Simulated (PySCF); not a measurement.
# Structure from NMR data

Molecular formula: C₅H₉F₃O₂Si. Simulated spectra:

1H NMR (500 MHz, computed): δ 5.14 (m, 1H), 4.94 (m, 1H), 4.86 (m, 1H), 4.34 (m, 1H), 3.98 (m, 1H), 1.85 (m, 1H), 1.54 (d, 3H).

13C{1H} NMR (computed): δ 135.0 (C), 78.7 (CH), 66.8 (CH2), 35.5 (CH), 19.0 (CH3).

Method: GIAO PBE0/pcSseg-1 shieldings, geometry from GFN2-xTB, in PySCF 2.14.0 with density-fitted response routines (averaged over atoms made equivalent by symmetry, fast rotation or ring inversion, in vacuum, no relativistic terms, single conformer).

References, each an isolated molecule treated in the same way: TMS for 1H, 13C.

Which candidate is it?
A. C[Si](C)(C)OC(=O)C(F)(F)F
B. C[C@@H]1CO[SiH2]O[C@@H]1C(F)(F)F
C. C[C@@H]1CO[SiH2]O[C@H]1C(F)(F)F
D. FC(F)(F)O[C@H]1COCC[SiH2]1
E. FC(F)(F)O[C@H]1C[SiH2]CCO1

## Answers

C. 

1. Rings plus π bonds: 1 (1 ring in the answer).
2. 5 carbon signals for 5 carbons: no two carbons are equivalent.
3. Carbon types of the structure: 1 × C, 2 × CH, 1 × CH2, 1 × CH3, leaving 2 H on heteroatoms.
4. δC 135.0: CF3 carbon; 3 electronegative neighbours deshield it.
5. δC 78.7: sp3 CH bonded to O; pulled downfield by the heteroatom.
6. δC 66.8: sp3 CH2 bonded to O; pulled downfield by the heteroatom.
7. δH 4.34: hydrogen on an sp3 CH bonded to O; its carbon carries O, an electronegative neighbour.
8. δH 1.54: hydrogen on a methyl carbon; far from electronegative atoms and π systems.

The others: C[Si](C)(C)OC(=O)C(F)(F)F would give 3 carbon signals, not 5; C[C@@H]1CO[SiH2]O[C@@H]1C(F)(F)F has carbons computed at 135.2, 77.4, 69.0, 40.3, 14.7; FC(F)(F)O[C@H]1C[SiH2]CCO1 would give 9 signals for carbon-bound and other non-exchanging H, not 7; FC(F)(F)O[C@H]1COCC[SiH2]1 would give 9 signals for carbon-bound and other non-exchanging H, not 7.

Splittings by 19F in the carbon and heteronuclear signals aren't shown, as no couplings were computed. Shifts are as computed. Against solution values, carbons near 30 ppm lie about +3 ppm off and those near 130 ppm about +5 ppm. Of 1211 compounds with measured shifts, 218 miss one by over three times the rms of a fit or turn the order of signals round; such compounds aren't used in these exercises. No couplings were computed; multiplicities are counted from neighbouring protons, with m where these are inequivalent, close in shift, in a saturated or five-membered ring or joined by F or P, and br s for small geminal =CH2 splittings.
